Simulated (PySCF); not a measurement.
Spectroscopy problems

One conformer, averaged over atoms made equivalent by symmetry, fast rotation or ring inversion, no relativistic terms, in vacuum. GFN2-xTB geometry; GIAO PBE0/pcSseg-1 shieldings; PySCF 2.14.

Scale: TMS for $^{1}$H (σref 31.72), $^{13}$C (σref 186.93) (reference shieldings calculated alike). Where no couplings were computed, multiplicities follow the n + 1 count of equivalent neighbours, and m marks all less simple cases (inequivalent or close neighbours, rings, F or P nearby). Shifts are as computed. Against solution values, carbons near 30 ppm lie about +3 ppm off and those near 130 ppm about +5 ppm. Of 1211 compounds with measured shifts, 218 miss one by over three times the rms of a fit or turn the order of signals round; such compounds aren't used in these exercises. OH and NH positions are gas-phase values without hydrogen bonding to other molecules.

(1) C3H12N2OSi. $^{1}$H NMR (400 MHz, computed): δ 3.82 (s, 3H), 0.97 (t, 3H), 0.55 (q, 2H), 0.39 (br s, 4H). $^{13}$C{$^{1}$H} NMR (computed): δ 53.1 (CH3), 9.0 (CH3), 7.6 (CH2). What is it?

(2) C6H14N2OSi. $^{1}$H NMR (600 MHz, computed): δ 6.39 (d, 1H), 5.15 (m, 1H), 4.87 (m, 1H), 3.45 (s, 3H), 3.39 (m, 1H), 3.30 (m, 1H), 0.44 (d, 3H), 0.22 (d, 3H). $^{13}$C{$^{1}$H} NMR (computed): δ 137.5 (CH), 90.1 (CH), 58.9 (CH3), 53.2 (CH2), -1.6 (CH3), -3.4 (CH3). Give a structure.

Results:

(1) SMILES N[Si](CC)(N)OC. Rings plus π bonds: 0. 3 carbon signals for 3 carbons: no two carbons are equivalent. Carbon types of the structure: 1 × CH2, 2 × CH3, leaving 4 H on heteroatoms. δC 53.1: methyl carbon bonded to O; pulled downfield by the heteroatom. δC 9.0: methyl carbon; a saturated carbon with 1 carbon neighbour and no heteroatom attached. δH 3.82: hydrogen on a methyl carbon bonded to O; its carbon carries O, which withdraws density. δH 0.39: hydrogen on a nitrogen bonded to Si; exchangeable; this is the value without hydrogen bonding to other molecules.

The shifts were computed for this structure.

(2) `[C@@H]1(OC)C=NN([SiH](C)C)C1`. The formula gives 2 degrees of unsaturation (1 ring in the answer). 6 carbon signals for 6 carbons: no two carbons are equivalent. Carbon types of the structure: 2 × CH, 1 × CH2, 3 × CH3, leaving 1 H on heteroatoms. δC 137.5: C=N carbon. δC 90.1: sp3 CH bonded to O; the inductive effect lowers its shielding. δC 53.2: sp3 CH2 bonded to N; pulled downfield by the heteroatom. δH 3.39, 3.30: hydrogen on an sp3 CH2 bonded to N; its carbon carries N, which withdraws density.

The shifts were computed for this structure.
